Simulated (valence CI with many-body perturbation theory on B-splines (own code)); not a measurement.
## Rb¹⁴⁺ in three bases

Calculated by valence CI with perturbative core correlation (CI+MBPT): five valence electrons over a frozen Dirac-Fock core [Ar], radial functions for each j: 7 s, 7 p, 8 d, 6 f, 4 g, 1 h, with the one-electron correlation potential Σ1 (screened to all orders), the two-electron term Σ2, the three-electron term Σ3, Breit, model QED; selected single and double excitations, second order for the rest, scaled by the run's own slope (own B-spline code, finite nucleus).

No measured levels were compared; by estimate terms of the open shell hold to 2 to 4 % of their energy, and close levels can change places. Among the levels kept, up to 450 cm⁻¹ of a level comes from second order outside the variational space, and about a tenth of that is noise between levels of different J, which matters for small intervals. Only levels of the ground parity were solved; by the run's estimate the other parity begins above the list, which can be wrong where configurations are misplaced.

The reference run has the lowest level 3d⁵ ⁶S_5/2 and an ionisation energy of 501.975 eV. Its largest variational space holds 20447 state functions.

Names give the largest LS component (configuration and term), which can be under half, so a name can repeat, a term be missing and a line seem to break the LS rules; names also repeat where a configuration has a term twice.

Changed runs:
A. basis 6 s, 6 p, 5 d, 5 f, 1 g
B. basis 5 s, 5 p, 4 d, 4 f

Excitation energies of the reference run in cm⁻¹, and shifts in cm⁻¹:

| Level | Reference | A | B |
| --- | --- | --- | --- |
| 3d⁵ ⁴G_5/2 | 76169 | +359 | +1355 |
| 3d⁵ ⁴G_11/2 | 78416 | +291 | +1282 |
| 3d⁵ ⁴G_7/2 | 78481 | +299 | +1296 |
| 3d⁵ ⁴G_9/2 | 79424 | +286 | +1275 |
| 3d⁵ ⁴P_5/2 | 82104 | +471 | +1386 |
| 3d⁵ ⁴P_3/2 | 84582 | +494 | +1408 |
| 3d⁵ ⁴P_1/2 | 87866 | +664 | +1495 |
| 3d⁵ ⁴D_7/2 | 95037 | +379 | +1703 |
| 3d⁵ ⁴D_1/2 | 99723 | +576 | +1799 |
| 3d⁵ ⁴D_5/2 | 100715 | +445 | +1626 |
| 3d⁵ ⁴D_3/2 | 101857 | +429 | +1565 |
| 3d⁵ ²I_11/2 | 112511 | +412 | +1730 |
| Ionisation energy (eV) | 501.975 | -0.100 | -0.115 |
